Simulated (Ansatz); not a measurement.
Cost and result for the atomization energy of C$_{2}$H$_{6}$FISi (`CC[SiH](F)I`) (11 atoms, 10 bonds).

Z-matrix (Å, degrees):
```
C
C 1 1.525
H 1 1.092 2 111.2
H 1 1.092 2 111.4 3 -120.0
H 1 1.092 2 111.0 3 120.0
Si 2 1.854 1 115.1 3 61.0
H 2 1.096 1 111.0 3 -61.0
H 2 1.097 1 110.8 3 -178.7
I 6 2.438 2 110.9 1 -59.2
F 6 1.598 2 109.5 1 59.3
H 6 1.480 2 113.5 1 179.4
```

Total charge 0; spin multiplicity 1. Correlated methods include outer-core shells of I, which these sets cover unevenly. I: def2 effective core potential. Geometry: relaxed with PBE0-D4/def2-TZVP. It is one conformer, not always the lowest. Program: Ansatz. Hardware: A = 2 threads of an AMD EPYC 7R13 on a shared host; B = 2 threads of an AMD EPYC 7R13 on a shared host and a share of an NVIDIA H100 80 GB. Times are those of one run each, without the atoms' runs, and a repeat can differ threefold. Electronic energies, without spin–orbit coupling; frozen cores. CCSD(T)/CBS adds CCSD(T) − MP2 in def2-TZVPP to the MP2 limit, and its time is that of the two runs behind it. T1 = 0.009. With those shells the extrapolation isn't a true limit. B3LYP takes the VWN-RPA correlation (the form of Gaussian; ORCA's B3LYP/G).

CCSD(T)/CBS is a level of theory with its own doubt, some kJ/mol a heavy atom from the limit and from the frozen cores, so smaller differences don't rank the functionals.

```
                                 level  functions  wall time  atomization (kJ/mol)  difference from CCSD(T)/CBS  per bond
                    MP2/def2-QZVPP [B]        503      2.8 s                4089.5                         23.3       2.3
   PBE-D4/def2-TZVPP (with forces) [A]        269      4.1 s                4095.1                         28.9       2.9
                PBE0-D4/def2-TZVPP [A]        269      5.5 s                4049.9                        -16.3      -1.6
                CCSD(T)/def2-TZVPP [B]        269      6.5 s                3957.3                       -108.9     -10.9
r2SCAN-D4/def2-TZVPP (with forces) [A]        269      7.5 s                4058.6                         -7.6      -0.8
 B3LYP-D4/def2-TZVPP (with forces) [A]        269      8.5 s                4035.0                        -31.2      -3.1
                     CCSD(T)/CBS(def2)          –      9.3 s                4066.2                          0.0       0.0
                 B2PLYP/def2-TZVPP [A]        269       11 s                4000.3                        -65.9      -6.6
                ωB97X-V/def2-TZVPP [A]        269       13 s                4057.3                         -8.9      -0.9
  ωB97M-V/def2-TZVPP (with forces) [A]        269       19 s                4051.0                        -15.2      -1.5
```

From PBE to PBE0 (25 % exact exchange), in def2-TZVPP and without D4, the atomization energy moves by −41.4 kJ/mol: exact exchange takes away binding that semilocal exchange gives to molecules. The D4 term adds +43.3 kJ/mol with B3LYP and +22.9 kJ/mol with PBE0; it sums over pairs of atoms, weighted by their polarisabilities, and B3LYP, whose exchange is more repulsive, gets the larger term. In def2-TZVPP, CCSD(T) changes the Hartree–Fock value by +893.7 kJ/mol (the triples alone add +51.8 kJ/mol) and MP2 by +961.1 kJ/mol; breaking electron pairs costs correlation energy, which Hartree–Fock lacks.

Spin–orbit coupling would lower the free I atoms strongly, and the atomization energy with them, by more than many differences here.
